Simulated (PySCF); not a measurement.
C4H7BrOSi (SMILES C=C[Si](O)(Br)C=C), singlet, geometry from GFN2-xTB, with bond 9-1 at 1.8 times its length; PySCF with CASSCF(8,6)/STO-3G.

Here is a job for PySCF.
```python
from pyscf import gto, scf, mcscf
import numpy

mol = gto.Mole()
mol.atom = '''
    C    -2.212305   -1.695081   -0.386175
    C    -1.163107   -1.360509   -1.120031
    Si    0.200440   -0.168945   -0.606190
    O     0.495285    0.976241   -1.717277
    Br   -0.501853    0.858080    1.260534
    C     1.842175   -0.998228   -0.246947
    C     2.963084   -0.726777   -0.894534
    H    -2.380537   -1.278193    0.594584
    H    -3.551808   -2.956382   -1.007337
    H    -1.046517   -1.812645   -2.097863
    H    -0.138742    1.643600   -1.966737
    H     1.853865   -1.740189    0.542034
    H     3.896238   -1.217796   -0.665857
    H     2.989510    0.007089   -1.682600
'''
mol.basis = 'sto-3g'
mol.charge = 0
mol.spin = 0
mol.verbose = 4
mol.build()

mf = scf.RHF(mol)
mf.kernel()
mc = mcscf.CASSCF(mf, 6, 8)
mc.fix_spin_(ss=0.0)
mc.kernel()
occ = numpy.linalg.eigvalsh(mc.fcisolver.make_rdm1(mc.ci, mc.ncas, mc.nelecas))[::-1]
ss = mc.fcisolver.spin_square(mc.ci, mc.ncas, mc.nelecas)[0]
print('natural occupations', occ.round(4), ' <S^2>', round(ss, 4))
```

The log (banner, timings and long lists left out):

```
PySCF version 2.14.0

[INPUT] verbose = 4
[INPUT] num. atoms = 14
[INPUT] num. electrons = 88
[INPUT] charge = 0
[INPUT] spin (= nelec alpha-beta = 2S) = 0
[INPUT] symmetry False subgroup None
[INPUT] Mole.unit = angstrom
[INPUT] Symbol           X                Y                Z      unit          X                Y                Z       unit  Magmom
[...]
nuclear repulsion = 581.778670317611
number of shells = 35
number of NR pGTOs = 177
number of NR cGTOs = 59
basis = sto-3g
ecp = {}

******** <class 'pyscf.scf.hf.RHF'> ********
method = RHF
initial guess = minao
damping factor = 0
level_shift factor = 0
DIIS = <class 'pyscf.scf.diis.CDIIS'>
diis_start_cycle = 1
diis_space = 8
diis_damp = 0
SCF conv_tol = 1e-09
SCF conv_tol_grad = None
SCF max_cycles = 50
direct_scf = True
direct_scf_tol = 1e-13
Set gradient conv threshold to 3.16228e-05
Initial guess from minao.
init E= -3054.69356645003
[...]
cycle= 1 E= -3057.46539100526  delta_E= -2.77  |g|= 0.503  |ddm|= 4.65
[...]
cycle= 2 E= -3057.58334904234  delta_E= -0.118  |g|= 0.13  |ddm|= 1.06
[...]
cycle= 3 E= -3057.59145022519  delta_E= -0.0081  |g|= 0.0377  |ddm|= 0.272
[...]
cycle= 4 E= -3057.59239166981  delta_E= -0.000941  |g|= 0.00807  |ddm|= 0.101
[...]
cycle= 5 E= -3057.59244094029  delta_E= -4.93e-05  |g|= 0.00311  |ddm|= 0.0203
[...]
cycle= 6 E= -3057.59244941661  delta_E= -8.48e-06  |g|= 0.00146  |ddm|= 0.0082
[...]
cycle= 7 E= -3057.59245079092  delta_E= -1.37e-06  |g|= 0.000362  |ddm|= 0.00378
[...]
cycle= 8 E= -3057.59245090993  delta_E= -1.19e-07  |g|= 0.000147  |ddm|= 0.00103
[...]
cycle= 9 E= -3057.59245091935  delta_E= -9.43e-09  |g|= 3.46e-05  |ddm|= 0.000321
[...]
cycle= 10 E= -3057.59245092012  delta_E= -7.69e-10  |g|= 1.59e-05  |ddm|= 7.81e-05
[...]
Extra cycle  E= -3057.59245092022  delta_E= -9.46e-11  |g|= 7.16e-06  |ddm|= 2.97e-05
converged SCF energy = -3057.59245092022

******** <class 'pyscf.mcscf.mc1step.CASSCF'> ********
CAS (4e+4e, 6o), ncore = 40, nvir = 13
max_cycle_macro = 50
max_cycle_micro = 4
conv_tol = 1e-07
conv_tol_grad = None
orbital rotation max_stepsize = 0.02
orbital rotation threshold for CI restart = 0.01
augmented hessian ah_max_cycle = 30
augmented hessian ah_conv_tol = 1e-12
augmented hessian ah_linear dependence = 1e-14
augmented hessian ah_level shift = 1e-08
augmented hessian ah_start_tol = 2.5
augmented hessian ah_start_cycle = 3
augmented hessian ah_grad_trust_region = 3
kf_trust_region = 3
kf_interval = 4
ci_response_space = 4
ci_grad_trust_region = 3
with_dep4 0
natorb = False
canonicalization = True
sorting_mo_energy = False
ao2mo_level = 2
internal_rotation = False
******** <class 'pyscf.fci.addons.SpinPenaltyFCISolver'> ********
max. cycles = 50
conv_tol = 1e-08
davidson only = True
linear dependence = 1e-12
level shift = 0.001
max iter space = 12
nroots = 1
pspace_size = 400
spin = None
CASCI E = -3057.62875648308  S^2 = 0.0000000
Set conv_tol_grad to 0.000316228
macro iter   1 ( 21 JK    4 micro), CASSCF E = -3057.67379373980  dE = -4.50372567e-02  S^2 = 0.0000000
               |grad[o]|=0.0639  |grad[c]|=0.035  |ddm|=0.157  |maxRot[o]|=0.225
macro iter   2 ( 21 JK    4 micro), CASSCF E = -3057.68882861342  dE = -1.50348736e-02  S^2 = 0.0000000
               |grad[o]|=0.0346  |grad[c]|=0.0189  |ddm|=0.0296  |maxRot[o]|=0.314
macro iter   3 ( 21 JK    4 micro), CASSCF E = -3057.71295915219  dE = -2.41305388e-02  S^2 = 0.0000000
               |grad[o]|=0.0376  |grad[c]|=0.0256  |ddm|=0.0599  |maxRot[o]|=0.314
macro iter   4 ( 21 JK    4 micro), CASSCF E = -3057.72150929934  dE = -8.55014716e-03  S^2 = 0.0000000
               |grad[o]|=0.0317  |grad[c]|=0.0216  |ddm|=0.024  |maxRot[o]|=0.191
macro iter   5 ( 21 JK    4 micro), CASSCF E = -3057.72242431469  dE = -9.15015342e-04  S^2 = 0.0000000
               |grad[o]|=0.0114  |grad[c]|=0.0048  |ddm|=0.0037  |maxRot[o]|=0.199
macro iter   6 ( 17 JK    4 micro), CASSCF E = -3057.72307785327  dE = -6.53538582e-04  S^2 = 0.0000000
[...]
               |grad[o]|=0.000161  |grad[c]|=0.000705  |ddm|=0.000288  |maxRot[o]|=0.0151
macro iter  33 (  6 JK    1 micro), CASSCF E = -3057.72491225134  dE = -1.17880791e-06  S^2 = 0.0000000
               |grad[o]|=0.000148  |grad[c]|=0.000784  |ddm|=0.000239  |maxRot[o]|=0.0184
macro iter  34 ( 12 JK    3 micro), CASSCF E = -3057.72489363828  dE =  1.86130615e-05  S^2 = 0.0000000
               |grad[o]|=0.000304  |grad[c]|=0.00208  |ddm|=0.000646  |maxRot[o]|=0.0514
macro iter  35 ( 21 JK    4 micro), CASSCF E = -3057.72490442722  dE = -1.07889405e-05  S^2 = 0.0000000
               |grad[o]|=0.000847  |grad[c]|=0.00113  |ddm|=0.00042  |maxRot[o]|=0.027
macro iter  36 ( 19 JK    4 micro), CASSCF E = -3057.72489509618  dE =  9.33103865e-06  S^2 = 0.0000000
               |grad[o]|=0.000665  |grad[c]|=0.00173  |ddm|=0.000545  |maxRot[o]|=0.0575
macro iter  37 ( 21 JK    4 micro), CASSCF E = -3057.72490683086  dE = -1.17346822e-05  S^2 = 0.0000000
               |grad[o]|=0.0008  |grad[c]|=0.000476  |ddm|=0.00021  |maxRot[o]|=0.022
macro iter  38 ( 21 JK    4 micro), CASSCF E = -3057.72490730369  dE = -4.72829470e-07  S^2 = 0.0000000
               |grad[o]|=0.000352  |grad[c]|=0.00119  |ddm|=0.000181  |maxRot[o]|=0.0191
macro iter  39 (  7 JK    2 micro), CASSCF E = -3057.72491281219  dE = -5.50850109e-06  S^2 = 0.0000000
               |grad[o]|=0.000246  |grad[c]|=0.000802  |ddm|=0.000209  |maxRot[o]|=0.0257
macro iter  40 (  6 JK    1 micro), CASSCF E = -3057.72491347919  dE = -6.66994765e-07  S^2 = 0.0000000
               |grad[o]|=0.000102  |grad[c]|=0.000491  |ddm|=0.000163  |maxRot[o]|=0.0122
macro iter  41 ( 12 JK    3 micro), CASSCF E = -3057.72490990509  dE =  3.57409317e-06  S^2 = 0.0000000
               |grad[o]|=0.000282  |grad[c]|=0.000379  |ddm|=0.000498  |maxRot[o]|=0.0443
macro iter  42 ( 16 JK    3 micro), CASSCF E = -3057.72491222545  dE = -2.32035154e-06  S^2 = 0.0000000
               |grad[o]|=0.000194  |grad[c]|=0.000714  |ddm|=0.000212  |maxRot[o]|=0.0214
macro iter  43 (  6 JK    1 micro), CASSCF E = -3057.72491329093  dE = -1.06548805e-06  S^2 = 0.0000000
               |grad[o]|=5.66e-05  |grad[c]|=0.000708  |ddm|=0.000177  |maxRot[o]|=0.0186
macro iter  44 (  6 JK    1 micro), CASSCF E = -3057.72491373379  dE = -4.42857527e-07  S^2 = 0.0000000
               |grad[o]|=0.0001  |grad[c]|=0.00043  |ddm|=0.000132  |maxRot[o]|=0.00858
macro iter  45 ( 12 JK    3 micro), CASSCF E = -3057.72490583820  dE =  7.89559363e-06  S^2 = 0.0000000
               |grad[o]|=0.000183  |grad[c]|=0.00114  |ddm|=0.000517  |maxRot[o]|=0.0389
macro iter  46 ( 21 JK    4 micro), CASSCF E = -3057.72490979401  dE = -3.95580992e-06  S^2 = 0.0000000
               |grad[o]|=0.00049  |grad[c]|=0.000881  |ddm|=0.000231  |maxRot[o]|=0.0159
macro iter  47 (  7 JK    2 micro), CASSCF E = -3057.72491267372  dE = -2.87970852e-06  S^2 = 0.0000000
               |grad[o]|=0.000215  |grad[c]|=0.000266  |ddm|=0.000223  |maxRot[o]|=0.0234
macro iter  48 (  7 JK    1 micro), CASSCF E = -3057.72491314061  dE = -4.66895472e-07  S^2 = 0.0000000
               |grad[o]|=8.67e-05  |grad[c]|=0.000411  |ddm|=0.000135  |maxRot[o]|=0.00963
macro iter  49 ( 12 JK    3 micro), CASSCF E = -3057.72490941956  dE =  3.72104796e-06  S^2 = 0.0000000
               |grad[o]|=0.000232  |grad[c]|=0.000429  |ddm|=0.00054  |maxRot[o]|=0.0411
macro iter  50 ( 16 JK    3 micro), CASSCF E = -3057.72491182417  dE = -2.40460577e-06  S^2 = 0.0000000
               |grad[o]|=0.000326  |grad[c]|=0.000753  |ddm|=0.000243  |maxRot[o]|=0.0202
1-step CASSCF not converged,  50 macro (591 JK 131 micro) steps
CASSCF canonicalization
Density matrix diagonal elements [1.87304078 1.99289134 1.97897822 1.76054729 0.2704812  0.12406117]
CASSCF energy = -3057.72491182417
CASCI E = -3057.72491182417  E(CI) = -13.9145371108639  S^2 = 0.0000000
natural occupations [1.9993 1.9959 1.8783 1.7321 0.2712 0.1232]  <S^2> 0.0
```

Convergence was not reached.
